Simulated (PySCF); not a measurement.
PySCF input for Te(F)(Et) (C2H5FTe), SMILES CC[Te]F, PBE0-D3(BJ)/def2-SVP. The structure is a stationary point at PBE0-D3(BJ)/def2-SVP. The def2 effective core potentials stand for the cores of Te; spin–orbit coupling is left out. The values are those of a single conformer.

```python
import numpy as np
from pyscf import gto, scf, dft, df
from pyscf.hessian import thermo

mol = gto.M(
    atom='''
    Te   -0.06448847    0.20031161    0.60781207
    F    -1.27442499    0.92589147   -0.74328774
    C     0.60432933   -1.34976440   -0.72724419
    C     1.07576584   -0.79471571   -2.05567112
    H    -0.23650702   -2.04839861   -0.84256604
    H     1.40176082   -1.87301736   -0.17335272
    H     1.97010489   -0.16537909   -1.93705453
    H     0.28830063   -0.18032816   -2.51578277
    H     1.31899532   -1.61522291   -2.75039001
    ''',
    basis='def2-SVP',
    ecp={'Te': 'def2-svp'},
    charge=0,
    spin=0,
    max_memory=1600,
    verbose=3,
)
mf = dft.RKS(mol, xc='pbe0').density_fit(auxbasis='def2-universal-jkfit')
mf.disp = 'd3bj'
mf.grids.level = 3
mf.conv_tol = 1e-11
mf.max_cycle = 100
mf.kernel()

# [left out here: the lines that compute and print the analytic Hessian (its translational invariance restored by hand, since the grid's response is missing), thermochemistry and intensities]
```

Log of the run:

```
converged SCF energy = -446.749164226093

WARN: DFTD3 does not support analytical Hessian, using finite difference


WARN: Mole.unit (angstrom) is changed to Bohr

Mode                                 0                   1                   2
Irrep
Freq [cm^-1]                       68.8364            151.6739            260.3558
Reduced mass [au]                   2.6159              3.1956              1.1669
Force const [Dyne/A]                0.0073              0.0433              0.0466
Char temp [K]                      99.0402            218.2249            374.5940
Normal mode                   x     y     z       x     y     z       x     y     z
       0  Te                 0.01  0.01 -0.01    0.01  0.01  0.01   -0.01 -0.00 -0.00
       1   F                -0.10 -0.02  0.07    0.05 -0.12 -0.10   -0.01  0.02  0.02
       2   C                -0.09 -0.01 -0.04   -0.08  0.00 -0.02    0.09  0.01  0.01
       3   C                 0.13 -0.03  0.03   -0.04  0.08  0.02    0.01 -0.03 -0.03
       4   H                -0.20  0.14 -0.14   -0.17  0.12 -0.07    0.12 -0.04  0.06
       5   H                -0.23 -0.17  0.02   -0.14 -0.14 -0.07    0.12  0.06  0.01
       6   H                 0.21 -0.16  0.15    0.07 -0.08  0.06    0.31 -0.43 -0.18
       7   H                 0.26  0.11 -0.02    0.03  0.27  0.14    0.16  0.35  0.22
       8   H                 0.08 -0.03  0.02   -0.21  0.13 -0.09   -0.51 -0.06 -0.18
Mode                                 3                   4                   5
Irrep
Freq [cm^-1]                      274.5940            512.8195            613.4800
Reduced mass [au]                   3.4530              3.6639             20.8407
Force const [Dyne/A]                0.1534              0.5677              4.6213
Char temp [K]                     395.0796            737.8331            882.6611
Normal mode                   x     y     z       x     y     z       x     y     z
       0  Te                 0.01 -0.01 -0.03   -0.01  0.02  0.01   -0.02  0.01 -0.02
       1   F                -0.03  0.04  0.03   -0.00  0.00  0.01    0.13 -0.08  0.15
       2   C                -0.00 -0.07  0.10    0.06 -0.21 -0.09   -0.01  0.00  0.00
       3   C                -0.05  0.08  0.15    0.02 -0.00 -0.03   -0.00  0.00  0.00
       4   H                 0.04 -0.12  0.08    0.03 -0.17 -0.12    0.01 -0.01 -0.00
       5   H                 0.04 -0.00  0.10    0.07 -0.23 -0.13    0.00  0.02 -0.00
       6   H                -0.05  0.07  0.22   -0.04  0.06  0.08    0.00 -0.01  0.01
       7   H                -0.06  0.16  0.28   -0.04  0.02  0.09    0.01  0.01 -0.02
       8   H                -0.08  0.20  0.01    0.09  0.16 -0.20   -0.00  0.00 -0.00
Mode                                 6                   7                   8
Irrep
Freq [cm^-1]                      715.4043            955.9927            986.8423
Reduced mass [au]                   1.1983              1.1855              1.2138
Force const [Dyne/A]                0.3613              0.6383              0.6964
Char temp [K]                    1029.3075           1375.4606           1419.8464
Normal mode                   x     y     z       x     y     z       x     y     z
       0  Te                -0.00 -0.00 -0.01    0.00 -0.00  0.00   -0.00 -0.00 -0.00
       1   F                -0.00  0.01  0.01    0.00 -0.01 -0.00   -0.00  0.00  0.00
       2   C                 0.11  0.02  0.04   -0.06  0.00  0.02    0.03  0.02  0.06
       3   C                 0.01 -0.00  0.02    0.07 -0.03 -0.06   -0.02 -0.04 -0.09
       4   H                -0.24  0.47 -0.15    0.04 -0.11 -0.05   -0.23  0.26  0.51
       5   H                -0.22 -0.50  0.02   -0.25  0.25  0.55    0.03 -0.10 -0.04
       6   H                -0.05  0.14 -0.29   -0.08  0.20 -0.15   -0.08 -0.03  0.37
       7   H                -0.22 -0.16  0.19   -0.17 -0.04  0.32    0.13  0.20 -0.03
       8   H                -0.12 -0.02 -0.01   -0.03  0.21 -0.38    0.26  0.23 -0.30
Mode                                 9                  10                  11
Irrep
Freq [cm^-1]                     1074.9525           1218.0085           1245.7539
Reduced mass [au]                   2.7919              1.3686              1.2667
Force const [Dyne/A]                1.9008              1.1963              1.1582
Char temp [K]                    1546.6173           1752.4431           1792.3625
Normal mode                   x     y     z       x     y     z       x     y     z
       0  Te                 0.00 -0.00 -0.00    0.00 -0.00  0.00    0.00  0.00  0.00
       1   F                -0.00  0.00 -0.00    0.00 -0.00  0.00   -0.00 -0.00 -0.00
       2   C                -0.05 -0.08  0.15    0.07 -0.07 -0.09    0.05  0.04  0.06
       3   C                 0.03  0.11 -0.11   -0.05  0.06  0.01   -0.09 -0.03 -0.04
       4   H                -0.01 -0.13  0.07   -0.19  0.21  0.20    0.25 -0.10 -0.60
       5   H                -0.02 -0.17  0.04   -0.21  0.22  0.58   -0.20 -0.17  0.24
       6   H                 0.13  0.02 -0.31    0.09 -0.16  0.05   -0.05 -0.15  0.27
       7   H                 0.10  0.02 -0.33    0.03  0.01 -0.20    0.14  0.20 -0.14
       8   H                -0.01 -0.07  0.09    0.02 -0.13  0.25    0.20  0.04 -0.02
Mode                                12                  13                  14
Irrep
Freq [cm^-1]                     1385.6147           1432.7162           1457.6125
Reduced mass [au]                   1.2230              1.1293              1.0357
Force const [Dyne/A]                1.3835              1.3658              1.2965
Char temp [K]                    1993.5911           2061.3597           2097.1798
Normal mode                   x     y     z       x     y     z       x     y     z
       0  Te                -0.00  0.00 -0.00    0.00 -0.00 -0.00    0.00 -0.00  0.00
       1   F                 0.00 -0.00  0.00   -0.00 -0.00  0.00   -0.00  0.00 -0.00
       2   C                -0.00  0.01  0.00   -0.01 -0.06  0.06    0.02 -0.01  0.01
       3   C                 0.04  0.04 -0.11    0.01 -0.00 -0.04    0.04 -0.02  0.01
       4   H                 0.09 -0.13  0.10   -0.31  0.40 -0.43   -0.02  0.06 -0.06
       5   H                -0.09 -0.15 -0.01    0.40  0.47 -0.07    0.01  0.02  0.06
       6   H                -0.01 -0.01  0.47    0.00 -0.02  0.10   -0.30  0.40  0.32
       7   H                -0.29 -0.02  0.39   -0.08  0.03  0.15    0.23 -0.02 -0.36
       8   H                -0.12 -0.37  0.34    0.05 -0.08  0.06   -0.62 -0.11 -0.11
Mode                                15                  16                  17
Irrep
Freq [cm^-1]                     1477.6540           3054.5755           3080.5079
Reduced mass [au]                   1.0429              1.0377              1.0626
Force const [Dyne/A]                1.3416              5.7046              5.9409
Char temp [K]                    2126.0151           4394.8540           4432.1649
Normal mode                   x     y     z       x     y     z       x     y     z
       0  Te                 0.00 -0.00  0.00   -0.00  0.00  0.00   -0.00  0.00  0.00
       1   F                -0.00  0.00 -0.00    0.00 -0.00  0.00    0.00 -0.00 -0.00
       2   C                 0.00  0.01  0.02   -0.00  0.00 -0.00   -0.02  0.06 -0.03
       3   C                 0.01  0.05  0.01    0.02  0.00 -0.05    0.00 -0.01  0.00
       4   H                 0.01  0.02 -0.07   -0.02 -0.02 -0.01   -0.39 -0.30 -0.05
       5   H                 0.02 -0.00 -0.02    0.04 -0.02  0.03    0.61 -0.38  0.41
       6   H                 0.26 -0.38  0.30   -0.41 -0.29 -0.06    0.04  0.03  0.01
       7   H                -0.32 -0.57 -0.24    0.35 -0.27  0.19   -0.06  0.04 -0.03
       8   H                -0.16  0.23 -0.29   -0.15  0.52  0.42   -0.00  0.00  0.00
Mode                                18                  19                  20
Irrep
Freq [cm^-1]                     3146.8495           3155.0555           3173.4908
Reduced mass [au]                   1.1037              1.1034              1.1054
Force const [Dyne/A]                6.4392              6.4713              6.5589
Char temp [K]                    4527.6158           4539.4225           4565.9467
Normal mode                   x     y     z       x     y     z       x     y     z
       0  Te                -0.00  0.00 -0.00   -0.00  0.00  0.00   -0.00  0.00 -0.00
       1   F                 0.00 -0.00  0.00    0.00 -0.00 -0.00    0.00 -0.00  0.00
       2   C                -0.03 -0.01 -0.01   -0.06 -0.02 -0.02   -0.04 -0.01 -0.01
       3   C                 0.01  0.08  0.03    0.04 -0.04  0.00   -0.07  0.00 -0.03
       4   H                 0.20  0.17  0.03    0.52  0.43  0.07    0.29  0.24  0.03
       5   H                 0.16 -0.11  0.11    0.25 -0.17  0.17    0.17 -0.12  0.12
       6   H                -0.48 -0.32 -0.06   -0.05 -0.05 -0.01    0.45  0.32  0.06
       7   H                 0.20 -0.14  0.12   -0.35  0.27 -0.20    0.44 -0.35  0.25
       8   H                 0.14 -0.46 -0.38   -0.06  0.21  0.18   -0.01 -0.01 -0.01
temperature 298.1500 [K]
pressure 101325.00 [Pa]
Rotational constants [GHz] 6.25084 2.85227 2.11814
Symmetry number 1
Zero-point energy (ZPE) 0.06708 [Eh]   176106.994 [J/mol]
                           tot       elec      trans        rot        vib
Entropy [J/mol/K]       333.727      0.000    173.206    111.066     49.455
Cv [J/mol/K]             76.099      0.000     12.472     12.472     51.156
Cp [J/mol/K]             84.414      0.000     20.786     12.472     51.156
Internal energy [J/mol]                      3718.434   3718.434 183985.187
Internal energy [Eh]   -446.67626  -446.74916
Enthalpy [J/mol]                             6197.391   3718.434 183985.187
Enthalpy [Eh]          -446.67531
Gibbs free energy [J/mol]                  -45444.100 -29395.820 169240.293
Gibbs free energy [Eh] -446.71321
static polarisability / bohr^3: [[47.384 -6.851 -5.263]
 [-6.853 52.034  8.323]
 [-5.27   8.329 58.6  ]]
largest difference of analytic and finite-field dipole derivatives / e: 0.000752564068870476
mode   freq/cm-1   IR/(km/mol)   Raman/(A^4/amu)   depolarisation
   1       68.84         0.907             0.239            0.671
   2      151.67         4.037             1.554            0.736
   3      260.36         0.205             0.136            0.593
   4      274.59         0.878             2.793            0.407
   5      512.82         1.524            26.616            0.275
   6      613.48        42.733             7.023            0.323
   7      715.40         9.652             0.610            0.452
   8      955.99        11.421             4.106            0.744
   9      986.84         1.188             4.986            0.695
  10     1074.95         2.882             4.566            0.643
  11     1218.01        25.858            13.232            0.336
  12     1245.75        10.239             4.709            0.617
  13     1385.61         5.969             6.107            0.673
  14     1432.72         2.389            10.519            0.747
  15     1457.61        10.714            14.503            0.741
  16     1477.65         4.703            14.000            0.715
  17     3054.58        21.630           182.386            0.089
  18     3080.51         7.626           123.702            0.108
  19     3146.85         5.140           121.475            0.722
  20     3155.06         1.854           115.174            0.625
  21     3173.49         6.042            12.286            0.668
max |gradient| / (hartree/bohr): 0.00011032487261551585
APT charges: [ 0.4689 -0.4857  0.0652 -0.0468 -0.0318 -0.012   0.0162  0.0377 -0.0117]
```

The run converged.

Cost: roughly 3 core-minutes.
